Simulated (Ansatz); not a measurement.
InSn₉H₁₆⁻, a doped cluster cut from the lattice of tin (In on a surface site). Charge -1, multiplicity 3. Geometry PBE-D4/def2-SVP, that of the neutral doublet; atoms count from 1.

| atom | x (Å) | y (Å) | z (Å) |
| --- | --- | --- | --- |
| Sn1 | -0.266 | 2.350 | -1.701 |
| Sn2 | 2.014 | -1.611 | -0.968 |
| Sn3 | -2.325 | -1.443 | -0.044 |
| In4 | 0.655 | 1.267 | 2.755 |
| Sn5 | -2.654 | 0.856 | -1.640 |
| Sn6 | -0.352 | -3.129 | -1.136 |
| Sn7 | 1.811 | 0.675 | -2.599 |
| Sn8 | 0.299 | 3.322 | 0.881 |
| Sn9 | 2.286 | -0.978 | 1.775 |
| Sn10 | -1.423 | -0.823 | 2.565 |
| H11 | -0.473 | 3.619 | -2.879 |
| H12 | 3.404 | -2.566 | -1.415 |
| H13 | -3.844 | -2.283 | 0.147 |
| H14 | 1.032 | 1.613 | 4.431 |
| H15 | -3.133 | 0.334 | -3.227 |
| H16 | -3.959 | 1.804 | -0.994 |
| H17 | -0.727 | -3.562 | -2.775 |
| H18 | -0.220 | -4.596 | -0.217 |
| H19 | 1.539 | 0.143 | -4.232 |
| H20 | 3.330 | 1.518 | -2.584 |
| H21 | 1.702 | 4.344 | 0.732 |
| H22 | -1.016 | 4.385 | 1.296 |
| H23 | 3.900 | -0.428 | 2.169 |
| H24 | 2.037 | -2.420 | 2.714 |
| H25 | -2.677 | -0.110 | 3.558 |
| H26 | -0.940 | -2.279 | 3.388 |

In the def2 sets In, Sn take a core potential; there is no spin–orbit coupling. Single mean-field runs in def2-TZVP are fitted with def2-universal-jkfit. The highest occupied level of the charge -1 triplet lies above zero (up to 0.26 eV). By energy differences its removal costs 0.81 eV (vertical, to the charge 0 doublet, at PBE0-D4/def2-TZVP); self-interaction error and the lack of diffuse functions both raise the level. At PBE0-D4/def2-TZVP a singlet of charge -1 lies 2.58 eV below the triplet at the same geometry.

(1) Estimate the Mulliken populations from the PBE0/def2-TZVP orbitals of Ansatz.

(2) Where does the spin sit?

(3) And the Mayer bond orders between bonded heavy atoms (over 0.3)?

Answers

(1) 
```json
{"atom": "Sn1", "charge (e)": "0.06", "spin (α − β)": "0.00"}
{"atom": "Sn2", "charge (e)": "0.07", "spin (α − β)": "0.03"}
{"atom": "Sn3", "charge (e)": "0.08", "spin (α − β)": "0.04"}
{"atom": "In4", "charge (e)": "0.23", "spin (α − β)": "0.25"}
{"atom": "Sn5", "charge (e)": "0.00", "spin (α − β)": "0.09"}
{"atom": "Sn6", "charge (e)": "0.00", "spin (α − β)": "0.09"}
{"atom": "Sn7", "charge (e)": "0.01", "spin (α − β)": "0.07"}
{"atom": "Sn8", "charge (e)": "-0.08", "spin (α − β)": "0.00"}
{"atom": "Sn9", "charge (e)": "-0.03", "spin (α − β)": "0.36"}
{"atom": "Sn10", "charge (e)": "-0.03", "spin (α − β)": "0.42"}
{"atom": "H11", "charge (e)": "-0.09", "spin (α − β)": "0.08"}
{"atom": "H12", "charge (e)": "-0.10", "spin (α − β)": "0.10"}
{"atom": "H13", "charge (e)": "-0.10", "spin (α − β)": "0.11"}
{"atom": "H14", "charge (e)": "-0.15", "spin (α − β)": "0.06"}
{"atom": "H15", "charge (e)": "-0.08", "spin (α − β)": "0.02"}
{"atom": "H16", "charge (e)": "-0.08", "spin (α − β)": "0.02"}
{"atom": "H17", "charge (e)": "-0.08", "spin (α − β)": "0.02"}
{"atom": "H18", "charge (e)": "-0.07", "spin (α − β)": "0.02"}
{"atom": "H19", "charge (e)": "-0.08", "spin (α − β)": "0.02"}
{"atom": "H20", "charge (e)": "-0.08", "spin (α − β)": "0.02"}
{"atom": "H21", "charge (e)": "-0.08", "spin (α − β)": "0.02"}
{"atom": "H22", "charge (e)": "-0.08", "spin (α − β)": "0.01"}
{"atom": "H23", "charge (e)": "-0.07", "spin (α − β)": "0.05"}
{"atom": "H24", "charge (e)": "-0.06", "spin (α − β)": "0.01"}
{"atom": "H25", "charge (e)": "-0.07", "spin (α − β)": "0.05"}
{"atom": "H26", "charge (e)": "-0.06", "spin (α − β)": "0.02"}
```
Mulliken values and Mayer orders depend strongly on the basis.

(2) Summed by element: Sn 1.12, In 0.25, H 0.63, of 2 unpaired in all. Largest on single atoms: Sn10 0.42, Sn9 0.36, In4 0.25.

(3) Sn1–Sn5 0.81 (2.82 Å); Sn1–Sn7 0.81 (2.82 Å); Sn1–Sn8 0.82 (2.82 Å); Sn2–Sn6 0.78 (2.82 Å); Sn2–Sn7 0.76 (2.82 Å); Sn2–Sn9 0.76 (2.83 Å); Sn3–Sn5 0.74 (2.82 Å); Sn3–Sn6 0.77 (2.82 Å); Sn3–Sn10 0.73 (2.83 Å); In4–Sn8 0.77 (2.80 Å); In4–Sn9 0.60 (2.94 Å); In4–Sn10 0.57 (2.95 Å).
